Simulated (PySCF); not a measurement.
Isomers of C9H7F, from PySCF 2.14.0, PBE0-D3(BJ)/def2-SVP geometry optimisation, gas phase. One conformer each, no zero-point energy, no frequencies.

**Question.** Which isomer lies lower at this level?
A. `[CH:1]#[C:2]/[C:3]([F:4])=[C:5](\[C:6]#[CH:7])[C:8](=[CH2:9])[CH3:10]` with C3–C5–C8–C9 -176°: A = 1830, B = 1169, C = 717.0 MHz, dipole 0.95 D
B. `C#CC1=C[C@@H]2C=C[C@@]1(F)C2`: A = 2412, B = 1272, C = 1053 MHz, dipole 1.99 D

**Answer.** B. That is `C#CC1=C[C@@H]2C=C[C@@]1(F)C2`, 36.4 kcal/mol below the other.

```json
{"SMILES": "C#CC1=C[C@@H]2C=C[C@@]1(F)C2", "mapped SMILES": "[CH:1]#[C:2][C:3]1=[CH:4][C@@H:5]2[CH:6]=[CH:7][C@@:8]1([F:9])[CH2:10]2", "E (Eh)": "-446.05474", "relative (kcal/mol)": "0.0", "relative (kJ/mol)": "0.0", "dipole (D)": "1.99"}
{"SMILES": "C#C/C(F)=C(\\C#C)C(=C)C", "mapped SMILES": "[CH:1]#[C:2]/[C:3]([F:4])=[C:5](\\[C:6]#[CH:7])[C:8](=[CH2:9])[CH3:10]", "E (Eh)": "-445.99677", "relative (kcal/mol)": "36.4", "relative (kJ/mol)": "152.2", "dipole (D)": "0.95"}
```
